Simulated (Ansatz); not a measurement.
A series at Sc: from `[Cl][Sc]([Cl])[Cl]`, ligands are replaced one by one, each step taking up NH₃ and setting free HCl; n counts the steps. Ansatz, PBE0-D4/def2-TZVP geometries. Each molecule was computed in one conformer, which needn't be the lowest.

```
n                 molecule  zero-point energy, PBE0-D4/def2-TZVP (kJ/mol)
0     `[Cl][Sc]([Cl])[Cl]`                                              ?
1    `[NH2][Sc]([Cl])[Cl]`                                           70.9
2   `[NH2][Sc]([NH2])[Cl]`                                          131.2
3  `[NH2][Sc]([NH2])[NH2]`                                          190.5
```

**Question.** By hand: fit a straight line y = ȳ + b (n − n̄) to the 3 given rows and predict n = 0.

**Answer.** n̄ = 2.000, ȳ = 130.87; Σ(n − n̄)(y − ȳ) = 119.60, Σ(n − n̄)² = 2.000, so b = 59.80 kJ/mol a step. Prediction: 130.87 + (59.80) × (-2.000) = 11.3 kJ/mol.

**Question.** By hand: compare with the computed value, 9.4 kJ/mol, and give the steps along the whole series.

**Answer.** The line misses by -1.9 kJ/mol (computed minus predicted). Steps: 61.5, 60.3, 59.3 kJ/mol.

The steps differ by at most 2.2 kJ/mol, 3.6 % of a mean step, so the ligands' effects nearly add and a line is close. The miss is 1.0 % of the series' range.
